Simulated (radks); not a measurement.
The numbers below are computed, except where a source is named.
Problem. Species: Sc3+. Configuration: [Ne] 3s1 3p6 4p1 (not the ground configuration). Code: a radial shooting solver on a logarithmic mesh with Libxc functionals. Model: non-relativistic Kohn-Sham, SCAN, spin-polarised, spherical densities, point nucleus; open shells are filled with parallel spins first; meta-GGA in the generalised Kohn-Sham scheme. Some entries of the table are withheld. Estimate them.

| orbital | occ. | eigenvalue (eV) | <1/r> (bohr^-1) |
|---|---|---|---|
| 1s up | 1 | -4436.785 | 20.53 |
| 1s down | 1 | -4436.184 | 20.52 |
| 2s up | 1 | (1) | (2) |
| 2s down | 1 | (3) | (4) |
| 2p up | 3 | -439.2470 | 4.190 |
| 2p down | 3 | -438.7156 | 4.188 |
| 3s up | 1 | -98.2273 | 1.348 |
| 3p up | 3 | -75.5127 | 1.245 |
| 3p down | 3 | -73.2449 | 1.233 |
| 4p up | 1 | -23.5079 | 0.4440 |

Solution. 
(1) 2s up eigenvalue (eV): -523.2990
(2) 2s up <1/r> (bohr^-1): 4.272
(3) 2s down eigenvalue (eV): -522.9738
(4) 2s down <1/r> (bohr^-1): 4.269
